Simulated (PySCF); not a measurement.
[Hf(Cl)(NH2)3], neutral singlet in the gas phase. 

Cartesian coordinates (Å):
```xyz
11

Hf     0.0135     0.0552    -0.0206
Cl     2.0271    -0.0289     1.2936
N     -0.0600     1.6931    -1.2301
H      0.1994     2.6418    -0.9308
H     -0.2586     1.7183    -2.2358
N     -0.1915    -1.5627    -1.2419
H      0.5716    -1.9593    -1.8050
H     -1.0105    -2.1722    -1.3385
N     -1.6696     0.1166     1.1265
H     -1.8244    -0.4771     1.9514
H     -2.4505     0.7776     1.0577
```
Charge 0, multiplicity 1.

All levels are single points at this geometry (PBE-D3(BJ)/def2-SVP); Pople sets use spherical d functions. Orbital energies aren't observables, and empty levels follow the basis.

B3LYP/LANL2DZ in PySCF gives HOMO (eV) = -6.95.

Task: Estimate the HOMO (eV) from each of these levels: B3LYP-D3(BJ)/def2-TZVP in PySCF; TPSSh-D3(BJ)/def2-TZVP in PySCF; B3LYP/6-31G* (LANL2DZ on Hf) in PySCF; BP86/6-31G* (LANL2DZ on Hf) in PySCF; M06-2X/6-31G* (LANL2DZ on Hf) in PySCF; PBE/6-31G* (LANL2DZ on Hf) in PySCF; SVWN5/6-31G* (LANL2DZ on Hf) in PySCF; HF/6-31G* (LANL2DZ on Hf) in PySCF.

Result: 
| level | HOMO (eV) |
|---|---|
| B3LYP-D3(BJ)/def2-TZVP in PySCF | -7.03 |
| TPSSh-D3(BJ)/def2-TZVP in PySCF | -6.51 |
| B3LYP/6-31G* (LANL2DZ on Hf) in PySCF | -6.87 |
| BP86/6-31G* (LANL2DZ on Hf) in PySCF | -5.84 |
| M06-2X/6-31G* (LANL2DZ on Hf) in PySCF | -8.56 |
| PBE/6-31G* (LANL2DZ on Hf) in PySCF | -5.74 |
| SVWN5/6-31G* (LANL2DZ on Hf) in PySCF | -5.87 |
| HF/6-31G* (LANL2DZ on Hf) in PySCF | -10.62 |
